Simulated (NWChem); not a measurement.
The numbers come from NWChem runs, not from measurements. System: H₃OSi, charge 0, spin multiplicity 2, at a geometry optimised with UPBE0/def2-SVP. The structure started from a generated list of species. Its SCF solution wasn't tested for a lower state. Level: UPBE/def2-TZVPD.

Input file:

```
start mol
memory heap 200 mb stack 900 mb global 1100 mb
geometry units angstroms nocenter noautoz
  O     -1.179621    -0.216817     0.000000
  Si     0.469888     0.097966     0.000000
  H      0.914384     0.828065     1.223719
  H      0.914384     0.828065    -1.223719
  H      1.029765    -1.293119     0.000000
  symmetry group Cs
end
basis spherical
  * library def2-tzvpd
end
dft
  xc xpbe96 cpbe96
  odft
  mult 2
  semidirect memsize 60000000 filesize 0
  iterations 100
end
task dft energy
```

Part of the output:

```
             Northwest Computational Chemistry Package (NWChem) 7.3.0
             --------------------------------------------------------

                                NWChem Input Module
                                -------------------

 Scaling coordinates for geometry "geometry" by  1.889725989
 (inverse scale =  0.529177249)

 Turning off AUTOSYM since
 SYMMETRY directive was detected!

                             Geometry "geometry" -> ""
                             -------------------------

 Output coordinates in angstroms (scale by  1.889725989 to convert to a.u.)

  No.       Tag          Charge          X              Y              Z
 ---- ---------------- ---------- -------------- -------------- --------------
    1 O                    8.0000    -1.17962100    -0.21681700     0.00000000
    2 Si                  14.0000     0.46988800     0.09796600     0.00000000
    3 H                    1.0000     0.91438400     0.82806500     1.22371900
    4 H                    1.0000     0.91438400     0.82806500    -1.22371900
    5 H                    1.0000     1.02976500    -1.29311900     0.00000000

 Effective nuclear repulsion energy (a.u.)      55.7372141227

            Nuclear Dipole moment (a.u.)
            ----------------------------
        X                 Y               Z
 ---------------- ---------------- ----------------
    -0.0000056692    -0.0000018897     0.0000000000

      Symmetry information
      --------------------

 Group name             Cs
 Group number              2
 Group order               2
 No. of unique centers     4

      Symmetry unique atoms

     1    2    3    5


 Summary of "ao basis" -> "" (spherical)
 ------------------------------------------------------------------------------
       Tag                 Description            Shells   Functions and Types
 ---------------- ------------------------------  ------  ---------------------
 *                         def2-tzvpd                 on all atoms

  pbe96 is a nonlocal functional; adding pw91lda local functional.

                                 NWChem DFT Module
[...]
   alpha     11     12     13     14     15     16     17     18     19     20
    beta     11     13     12     14     15     16     17     18     19     20
 overlap   0.879  0.848  0.995  0.999  0.998  0.998  0.994  0.999  0.999  1.000

   alpha     21     22     23     24     25     26     27     28     29     30
    beta     21     22     23     24     25     26     27     28     29     30
 overlap   0.992  1.000  0.999  0.999  0.999  0.999  0.999  1.000  0.996  0.999

   alpha     31     32     33     34     35     36     37     38     39     40
    beta     31     32     33     34     36     35     37     38     39     40
 overlap   0.999  0.997  0.999  0.999  0.997  0.999  0.998  0.999  1.000  0.998

   alpha     41     42     43     44     45     46     47     48     49     50
    beta     41     42     43     44     45     46     47     48     49     50
 overlap   0.998  0.999  0.996  0.990  0.987  0.984  0.985  0.996  0.999  0.997

   alpha     51     52     53     54     55     56     57     58     59     60
    beta     51     52     53     54     55     56     57     58     60     59
 overlap   0.999  0.999  0.999  0.997  0.999  0.998  0.998  1.000  0.999  0.999

   alpha     61     62     63     64     65     66     67     68     69     70
    beta     61     62     63     64     65     66     68     67     69     70
 overlap   0.996  0.996  0.997  0.997  0.998  0.998  0.999  1.000  1.000  1.000

   alpha     71     72     73     74     75     76     77     78     79     80
    beta     71     72     73     74     75     76     78     77     79     80
 overlap   1.000  1.000  0.997  0.999  0.993  0.999  0.991  0.999  0.997  0.997

   alpha     81     82     83     84     85     86     87     88     89     90
    beta     81     82     83     84     85     86     89     87     88     90
 overlap   1.000  0.996  0.998  0.998  0.998  0.998  0.997  0.996  0.996  0.999

   alpha     91     92     93     94     95     96     97     98     99    100
    beta     91     92     93     94     95     97     96    100     98     99
 overlap   0.999  0.999  0.999  0.986  0.994  0.909  1.000  0.986  0.909  0.993

   alpha    101    102    103    104    105    106    107    108    109    110
    beta    101    102    103    104    105    107    106    108    109    110
 overlap   0.992  0.991  0.994  0.950  0.960  0.998  0.999  0.996  1.000  1.000

     --------------------------
     Expectation value of S2:
     --------------------------
      <S2> =      0.7533 (Exact =     0.7500)

 center of mass
 --------------
 x =  -0.11423957 y =  -0.01452938 z =   0.00000000

 moments of inertia (a.u.)
 ------------------
          25.366727605396         -19.787511072342           0.000000000000
         -19.787511072342         121.540555473398           0.000000000000
           0.000000000000           0.000000000000         125.349395820061

     Multipole analysis of the density
     ---------------------------------

     L   x y z        total         alpha         beta         nuclear
     -   - - -        -----         -----         ----         -------
     0   0 0 0     -0.000000    -13.000000    -12.000000     25.000000

     1   1 0 0      0.697616      1.143781     -0.446159     -0.000006
     1   0 1 0      0.319533      0.217188      0.102347     -0.000002
     1   0 0 1     -0.000000      0.000000     -0.000000      0.000000

     2   2 0 0    -16.749073    -41.186764    -36.112505     60.550195
     2   1 1 0      0.205133     -5.671479     -4.384084     10.260696
     2   1 0 1     -0.000000     -0.000000      0.000000      0.000000
     2   0 2 0    -15.507129    -14.504444    -13.694175     12.691490
     2   0 1 1      0.000000     -0.000000      0.000000      0.000000
     2   0 0 2    -14.278756    -13.455060    -11.518949     10.695253

 Task  times  cpu:       10.9s     wall:       10.9s

 Total times  cpu:       10.9s     wall:       10.9s
```
